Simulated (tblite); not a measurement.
Compound: C6H8N2.
Cartesian coordinates in Å at the GFN2-xTB level; atoms count from 1:
```
atom  x, y, z in Å
C1    -0.1020    2.5329    0.8094
C2    -0.7862    1.4372    0.4982
C3    -0.1790    0.1417    0.2287
C4    -0.9766   -0.9945   -0.2226
C5    -2.2351   -0.9693   -0.6472
N6     1.0924    0.0303    0.3949
N7     1.8587   -0.9719    0.4171
C8     2.6832   -1.4462   -0.4117
H9     0.9721    2.5180    0.8776
H10   -0.5923    3.4701    1.0068
H11   -1.8635    1.4717    0.4355
H12   -0.4382   -1.9364   -0.2137
H13   -2.7311   -1.8697   -0.9677
H14   -2.8173   -0.0658   -0.7034
H15    3.3498   -2.2180   -0.0671
H16    2.7574   -1.1210   -1.4461
```

All values are computed: GFN2-xTB (tblite) harmonic vibrations without scaling, gas phase. Against measured fundamentals such values can be off by several per cent, at times by over 20. One conformer, not necessarily the lowest.

Harmonic wavenumbers (cm⁻¹): 46.8, 79.3, 119.3, 151.3, 215.6, 242.1, 327.6, 363.8, 462.5, 529.2, 546.8, 613.6, 705.8, 724.2, 793.1, 845.0, 882.7, 884.1, 995.1, 1004.5, 1010.4, 1020.2, 1096.1, 1172.0, 1231.7, 1308.0, 1316.6, 1396.6, 1413.4, 1419.0, 1607.6, 1658.1, 1667.7, 1771.9, 2969.2, 3036.2, 3088.1, 3108.8, 3110.0, 3111.3, 3131.3, 3141.4.

A = 2626, B = 1652, C = 1043 MHz; mass 108.069 u (most abundant isotopes); point group C1, symmetry number 1.

Q: Zero-point energy?

A: ½Σν̃ = 27159 cm⁻¹ = 324.90 kJ/mol.

Q: What is S at 273.15 K and 1 bar for an ideal gas of classical rigid rotors and harmonic oscillators?

A: Translation 165.44, rotation 118.80, vibration 95.50: S = 379.7 J/(mol K).

Q: And Cp and H(273.15 K) − H(0)?

A: Cp = 133.12 J/(mol K), of which vibrations give 99.86 (their classical limit is 42 R = 349.2); H(273.15 K) − H(0) = 22.90 kJ/mol without the zero-point energy, 13.81 from vibrations.

Q: What must be added to the electronic energy to get the Gibbs energy at 273.15 K and 1 bar?

A: ZPE + [H(273.15 K) − H(0)] − T·S = 324.90 + 22.90 − 103.72 = 244.08 kJ/mol.

Q: How do the functions run with temperature in this model?

A: 
```csv
T (K),S (J/(mol K)),Cp (J/(mol K)),H − H(0) (kJ/mol),G − H(0) (kJ/mol),ln q(vib)
50,239.3,52.5,2.05,-9.92,0.46
100,282.0,72.2,5.18,-23.01,1.51
298.15,391.8,142.1,26.34,-90.47,5.96
373.15,426.5,168.0,37.98,-121.17,7.62
500,481.1,205.3,61.75,-178.79,10.40
750,574.9,256.9,120.02,-311.13,15.67
1000,653.7,290.4,188.71,-464.97,20.55
```

q(vib) and H(0) count from the zero-point level.

Q: Blend soft modes into free rotors: weight 1/[1 + (100 cm⁻¹/ν̃)⁴] for the oscillator and the rest for a rotor with moment μB/(μ + B), μ = h/(8π²ν), B = 10⁻⁴⁴ kg m². What vibrational entropy results?

A: 87.82 J/(mol K) in place of 95.50, which changes −T·S at 273.15 K by +2.10 kJ/mol.

Q: Which modes carry the vibrational entropy at 273.15 K?

A: 46.8 cm⁻¹: 19.98; 79.3 cm⁻¹: 15.63; 119.3 cm⁻¹: 12.31; 151.3 cm⁻¹: 10.42; 215.6 cm⁻¹: 7.69; 242.1 cm⁻¹: 6.83 J/(mol K); the other 36 give 22.64 together.

Hindered rotation and anharmonicity are outside this model. Other conformers, if any are populated, would add a mixing term that is left out. The structure is chiral; the term R ln 2 for an equal mix with its mirror image is left out.
